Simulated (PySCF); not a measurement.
1,3-dithiane (C4H8S2), SMILES C1CSCSC1.

Coordinates come from a PBE-D3(BJ)/def2-SVP optimisation. The values are those of a single conformer.

Two levels are set side by side: TDA-PBE/def2-SVPD (PySCF) and TDA-LC-ωPBE/def2-SVPD (PySCF). Vertical, same geometry. The lowest singlet is HOMO→LUMO 97 % with PBE and HOMO→LUMO 53 %, HOMO→LUMO+5 9 %, HOMO−1→LUMO+4 9 % with the other functional; states are paired by order. Differences are taken from unrounded values.

```
quantity                               TDA-LC-ωPBE
-------------------------------------  -----------
lowest singlet excitation (eV)                5.43
lowest triplet excitation (TDA) (eV)          4.82
first bright state (f over 0.05) (eV)         7.68
its oscillator strength                       0.06
```

### Question
What does TDA-PBE give, and how far is it from TDA-LC-ωPBE? (Estimate from the structure and the level; the computed values follow.)

### Answer

```tsv
quantity	TDA-PBE	TDA-PBE minus TDA-LC-ωPBE
lowest singlet excitation (eV)	4.60	-0.83
lowest triplet excitation (TDA) (eV)	4.16	-0.66
first bright state (f over 0.05) (eV)	5.69	-1.99
its oscillator strength	0.06	0.01
```

A lower first singlet is the usual sign of a functional without exact exchange. Differences between two approximate levels are no errors against the true value.

Rough cost on one machine, each run with all the roots and properties that it gave: TDA-LC-ωPBE against TDA-PBE about 3 times.
